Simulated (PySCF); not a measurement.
FSnN + HBr → BrSnN + HF

Level: PBE0 in the def2-TZVP basis family, computed in PySCF with density fitting; scalar-relativistic core potentials for atoms from Rb on, none lighter, no spin–orbit coupling; open shells unrestricted.

```tsv
species	state and structure	E (Eh)	ZPE (kJ/mol)	H(298 K) − H(0) (kJ/mol)	S° (J/(mol K))
FSnN	singlet, C∞v, Sn–F 1.906 Å, Sn–N 1.822 Å; F–Sn–N 180.0°	-368.68920	9.9	13.2	273.4
HBr	singlet, C∞v, H–Br 1.421 Å	-2574.45811	16.0	8.7	198.5
BrSnN	singlet, C∞v, Sn–Br 2.447 Å, Sn–N 1.822 Å; Br–Sn–N 180.0°	-2842.78323	7.7	14.2	295.4
HF	singlet, C∞v, H–F 0.920 Å	-100.39188	24.9	8.7	173.6
```

Question: What is the electronic reaction energy?

Answer: At PBE0/def2-TZVP, ΔE = -73.0 kJ/mol from the differences of the total energies times 2625.5, downhill. 

Question: Add zero-point, thermal and entropy terms for 298.15 K and 1 bar.

Answer: ΔZPE = 6.7 and Δ[H(298) − H(0)] = 1.0 kJ/mol give ΔH° = -65.3 kJ/mol. ΔS° = -2.9 J/(mol K), so ΔG° = -65.3 − 298.15 × (-0.0029) = -64 kJ/mol and log₁₀K = 11.3.

Only the bonding shown was studied: isomers, or loss of a ligand pair, can lie lower.
